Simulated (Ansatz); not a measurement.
```yaml
crystal:
  periodic: [false, false, false]
  atoms:
    - {symbol: Si, position_ang: [-1.075568, 0.788942, 1.546589]}
    - {symbol: N, position_ang: [-0.038571, -0.071984, -0.167311]}
    - {symbol: Si, position_ang: [2.116544, -0.295408, -0.020852]}
    - {symbol: Al, position_ang: [-1.132767, -0.700288, -2.000198]}
    - {symbol: Cl, position_ang: [-3.725792, -0.338034, -1.956602]}
    - {symbol: H, position_ang: [0.204625, 1.163164, 2.845062]}
    - {symbol: H, position_ang: [-1.945442, 2.364749, 1.091787]}
    - {symbol: H, position_ang: [-2.317095, -0.396404, 2.253781]}
    - {symbol: H, position_ang: [2.950692, 1.346753, 0.232014]}
    - {symbol: H, position_ang: [2.728475, -1.047052, -1.607995]}
    - {symbol: H, position_ang: [2.586274, -1.405045, 1.394912]}
    - {symbol: H, position_ang: [-0.255501, -1.478517, -3.568563]}
basis:
  gaussian: {orbitals: LANL2DZ}
total_charge: 1
magnetization: {spin_polarized: true, initial_magnetization: 1}
hamiltonian: {xc: {name: HF}}
correlation: {method: ccsd}
```

```sh
$ ansatz run in.yaml --threads 2 --pin off --events-out ev --progress --plain --max-ram 32768MiB --backend cpu
```

(1) How does Ansatz answer? (Best estimate.)

Answers

(1) Ansatz gave: The input was rejected before any iteration.
```
Error: <dir> can't be read: No such file or directory (os error 2)
```
